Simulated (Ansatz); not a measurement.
Cartesian coordinates (Å):
```xyz
15

C      1.4294     0.3313    -0.5030
C     -0.0328    -0.0117    -0.2115
C     -0.1264    -1.3116     0.5861
C     -0.7090     1.1334     0.5410
S     -0.8238    -0.2309    -1.8761
H      1.9646     0.4762     0.4381
H      1.5116     1.2501    -1.0853
H      1.9217    -0.4715    -1.0535
H      0.3761    -1.1944     1.5508
H      0.3436    -2.1351     0.0492
H     -1.1659    -1.5808     0.7800
H     -0.6562     2.0611    -0.0281
H     -0.2156     1.2890     1.5050
H     -1.7597     0.9117     0.7341
H     -2.0576    -0.5165    -1.4269
```
Charge 0, multiplicity 1.

These are frozen-core CCSD(T)/cc-pVTZ // B3LYP-D3(BJ)/def2-TZVP (Ansatz, a program for electronic structure) values and carry that method's errors.

```yaml
HF energy: -554.90085 Ha
MP2 correlation energy: -0.89549 Ha
```

### Question
Estimate the CCSD correlation energy, the (T) correction, the total energy and the T1 diagnostic.

### Answer

| Quantity | Result |
|---|---|
| CCSD correlation energy | -0.95541 Ha |
| (T) correction | -0.03973 Ha |
| CCSD(T) total energy | -555.89599 Ha |
| T1 diagnostic | 0.009 |
